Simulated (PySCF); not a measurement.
Question: Write Cartesian coordinates for `N#CC1=CC=CS1` (2-thiophenecarbonitrile) as optimised with PBE0-D3(BJ)/def2-SVP.

Answer: 
```xyz
10
C5H3NS angstrom
N      3.2499   -0.5443    0.4590
C      2.1337   -0.2809    0.2798
C      0.7728    0.0434    0.0627
C     -0.2110   -0.7595   -0.4800
C     -1.4641   -0.1044   -0.5466
C     -1.4114    1.1772   -0.0562
S      0.1517    1.6021    0.4892
H     -0.0205   -1.7798   -0.8127
H     -2.3727   -0.5596   -0.9412
H     -2.2229    1.9009    0.0122
```

Orientation and origin are arbitrary. Atoms count from 1 in this order. The 2 C–S bonds span 1.709 Å (C6–S7, aromatic) to 1.731 Å (C3–S7, aromatic), a spread of 0.022 Å. The 5-membered ring C3–C4–C5–C6–S7 has internal angles of 91.5° to 112.4°; it is planar, 0.00 Å rms from its mean plane, widest ring torsion 0°. S7 (thiophene-type sulfur) is bent (angle 91.5°). The 4 C–C bonds span 1.373 Å (C5–C6, aromatic) to 1.416 Å (C2–C3, drawn single), a spread of 0.043 Å.

Bonds between heavy atoms (Å): N1≡C2 1.161, C2–C3 1.416, C3–C4 1.381, C4–C5 1.416, C5–C6 1.373, C6–S7 1.709, C3–S7 1.731.

The calculation used PBE0-D3(BJ)/def2-SVP geometry optimisation, gas phase (PySCF 2.14.0).

Point group: Cs (every atom within 0.08 Å of its image). Stationary, but not proved a minimum.
